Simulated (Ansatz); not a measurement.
Mulliken charges of BrGa, SMILES `[Ga][Br]` from PBE/def2-TZVPP in Ansatz (PBE0-D4/def2-TZVP geometry).

```json
{"atom": "Ga1", "x (Å)": "0.000", "y (Å)": "0.000", "z (Å)": "0.014", "charge (e)": "0.321"}
{"atom": "Br2", "x (Å)": "0.000", "y (Å)": "0.000", "z (Å)": "2.388", "charge (e)": "-0.321"}
```

Problem. By hand: the dipole of these point charges (1 e Å = 4.8032 D).

Solution. Σ q r = (0.000, 0.000, -0.762) e Å, of length 0.762 e Å = 3.66 D.

Problem. How does the dipole of the full density compare? (An estimate is asked.)

Solution. Computed: (0.000, 0.000, -0.486) e Å, 2.33 D; the point charges give 1.57 times that, at 0° from its direction.

Point charges leave out the atoms' own dipoles, such as those of lone pairs, and Mulliken's split depends on the basis, so the two needn't agree.
